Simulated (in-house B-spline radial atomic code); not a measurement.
# PBE0 excitations of Pr VI (Pr5+)

Method: PBE0. Computed with a B-spline radial code for spherical atoms: linear response of the closed shell [Kr] 4d10 5s2 5p6 with the functional's adiabatic kernel; scalar-relativistic (spin-free one-electron X2C), finite nucleus, no spin-orbit coupling, no double excitations, S, P, D and F terms only; shells from n = 3 respond. Only terms of natural parity with L up to 3 were computed.

Spin-orbit coupling is strong here, so these LS terms don't match observed levels.

Command:
```bash
python run_td.py task.json out
```
Settings (radii: box in bohr, nucleus in fm):
```
Z                        59
electrons                54
configuration            [Kr] 4d10 5s2 5p6
hamiltonian              x2c
method                   pbe0
box_radius               16.35
rms_radius               4.8919
intervals                70
```

Run time, properties included: 5.1 s on 1 thread of Arm Neoverse N1, with other jobs on the host.

The lowest states, in the order of their Tamm-Dancoff energies; the method's threshold (minus the highest occupied level) is 78.79 eV. Labels give the largest channel, * marks a mixed state, and oscillator strengths are full-response dipole values. Semilocal kernels can invert the small singlet-triplet splittings of Rydberg terms. Energies in eV:

| state | full response | Tamm-Dancoff | oscillator strength |
| --- | --- | --- | --- |
| 5p → 4f 3D | 7.260 | 7.339 | - |
| 5p → 4f 1D | 9.407 | 9.581 | - |
| 5p → 5d 3P | 26.122 | 26.198 | - |
| 5p → 5d 3F | ? | ? | - |
| 5p → 5d 1F | 28.519 | 28.540 | - |
| 5s → 4f 3F | 29.396 | 29.417 | - |
| 5s → 4f 1F | 30.34 | 30.36 | - |
| 5p → 5d 1P | 34.32 | 35.52 | 5.41 |
| 5p → 6s 3P | 37.51 | 37.52 | - |
| 5p → 6s 1P | 38.06 | 38.08 | 1.2 |
| 5p → 6p 3S | 43.48 | 43.50 | - |
| 5p → 6p 3D | 44.12 | 44.13 | - |
| 5p → 6p 1D | 44.42 | 44.43 | - |
| 5p → 6p 1S | ? | ? | - |
| 5s → 5d 3D | 48.49 | 48.53 | - |
| 5s → 5d 1D | 51.01 | 51.08 | - |

Where does 5p → 5d 3F lie?

At 26.302 eV in full response, 26.450 eV in Tamm-Dancoff.

Where does 5p → 6p 1S lie?

At 46.21 eV in full response, 46.36 eV in Tamm-Dancoff.

How large is the singlet-triplet splitting of 5p → 4f (D terms) in Tamm-Dancoff?

2.24 eV, from the unrounded values.

What polarisabilities and dispersion coefficient does the method give?

Dipole 4.564 bohr³, quadrupole 13.89 bohr⁵, C6 23.06 hartree·bohr⁶ for two such species.
